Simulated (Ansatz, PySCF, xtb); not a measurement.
Dimer: HF (SMILES F) (first 2 atoms) with C2H4 (SMILES C=C); geometry from B3LYP-D3(BJ)/def2-TZVP, rigid monomers moved along the line of their centres of mass till H2···C3 is 3.09 Å.
(charge 0, multiplicity 1):
```xyz
8

F     -0.2339     0.8565     0.5851
H     -0.1684     0.5554     1.4687
C     -0.4821    -0.0390     4.4831
C      0.5600    -0.7929     4.1504
H     -0.3594     0.9807     4.8279
H     -1.4964    -0.4160     4.4322
H      0.4379    -1.8156     3.8144
H      1.5749    -0.4188     4.2102
```

Interaction energies are E(AB) − E(A) − E(B) at the monomers' geometry in the complex; basis-set methods are counterpoise corrected.

Correlated levels freeze the cores. CBS(a, b) extrapolates the correlation energy as X⁻³ and adds the Hartree–Fock energy of set b.

Run with Ansatz (an electronic-structure program) with Gaussian orbitals; PySCF for the dispersion terms; xtb for the GFN methods. Values without a source in brackets are computed.

| level | interaction energy (kJ/mol) |
|---|---|
| GFN-FF | -6.8 |
| HF/aug-cc-pVDZ | -9.5 |
| PBE/def2-TZVPPD | -10.2 |
| B3LYP-D3(BJ)/def2-TZVPPD | [?] |
| MP2/aug-cc-pVDZ | -9.8 |
| SCS-MP2/aug-cc-pVDZ | -9.2 |
| SCS-MP2/aug-cc-pVTZ | -9.4 |
| CCSD(T)/aug-cc-pVDZ | -9.5 |
| MP2/CBS(aug-cc-pVDZ, aug-cc-pVTZ) + ΔCCSD(T)/aug-cc-pVDZ | -9.9 |

Question: Fill in the missing entries.

Answer: 
- B3LYP-D3(BJ)/def2-TZVPPD, interaction energy (kJ/mol): -11.1
